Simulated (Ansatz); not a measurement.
**A family of molecules: the HOMO–LUMO gap**

One atom is swapped for its congeners: AuF; AuCl (gold monochloride); AuBr (bromogold). All are singlets with charge 0.

Shapes, held fixed at every level: PBE0-D4/def2-TZVP. Programs: Ansatz 0.2.0. Values in eV.

```csv
level,AuF,AuCl,AuBr
PBE-D4/def2-TZVPP,2.08,2.02,1.87
r2SCAN-D4/def2-TZVPP,2.56,2.46,2.29
B3LYP-D4/def2-TZVPP,3.81,3.67,3.40
BHLYP-D4/def2-TZVPP,6.45,6.21,5.76
PBE0-D4/def2-TZVPP,4.37,4.22,3.93
wB97M-V/def2-TZVPP,8.68,8.29,7.89
wB97X-V/def2-TZVPP,8.89,8.56,8.15
```

At wB97X-V/def2-TZVPP the HOMO–LUMO gap falls at every step, from 8.89 to 8.15 eV. Every level shows the same order. For atoms past krypton def2 sets carry core potentials with scalar relativity. Relativity is left out for Br unless named. Orbital gaps aren't excitation energies, and the LUMO depends on the basis.
